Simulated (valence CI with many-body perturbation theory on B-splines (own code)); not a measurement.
**Pm³⁰⁺ in brief**

Level of theory: configuration interaction combined with many-body perturbation theory (CI+MBPT): three valence electrons over a frozen Dirac-Fock core [Ar] 3d10, a basis of 9 s, 9 p, 8 d, 6 f, 3 g, 1 h functions for each j, with the one-electron correlation potential Σ1, the two-electron term Σ2, the three-electron term Σ3, Breit, model QED; selected CI, second order for the rest, scaled by the run's own slope (own B-spline code, finite nucleus).

No measured spectrum was set against this ion. As an estimate, large intervals hold to a few tenths of a per cent, small ones and those within an open d or f shell to about a per cent.

Levels are named by their leading jj configuration (3d3/2^4 stands for four electrons in 3d with j = 3/2), which in mixed levels can hold well under half, so a name can repeat and another be missing.

Rates and lifetimes use the calculated energies. Strong lines usually hold to 10 to 20 %, long lifetimes can be off by a factor of two.

What is the ground level?

(4s^2 4p1/2) J=1/2, composition 99 % 4s2 4p 2P°, g = 0.662.

What are the static dipole polarisabilities of the lowest levels?

(4s^2 4p1/2) J=1/2 0.0940 bohr³, of which the core gives 0.00585.

Where does the other parity begin?

At (4s 4p1/2^2) J=1/2, 65.20 eV.

What is the ionisation energy?

1159.6 eV; NIST lists 1158 ± 4 eV (theoretical).

Name the longest-lived excited levels whose lifetime is computed, and their main decay.

(4s 4p3/2 4d5/2) J=9/2 at 240.66 eV lives 6.81 μs, mostly by M1 to (4s 4p1/2 4d5/2) J=7/2; (4s^2 4p3/2) J=3/2 at 34.45 eV lives 5.12 μs, mostly by M1 to (4s^2 4p1/2) J=1/2.

How well does LS coupling describe the low levels?

Among the lowest 20 levels the leading LS term, summed over configurations, holds 71 % on average. For single configurations the figures are 68 % in LS and 82 % in jj coupling. Terms mix most in the J = 3/2 level at 202.63 eV, where the leading one holds 36 %.

Among levels below 259.49 eV, which E1 lines absorb most strongly from the ground level?

to (4s^2 4d3/2) J=3/2 at 8.127 nm, f = 0.505; to (4s 4p1/2 4p3/2) J=1/2 at 11.37 nm, f = 0.394; to (4s 4p3/2^2) J=3/2 at 8.672 nm, f = 0.348.
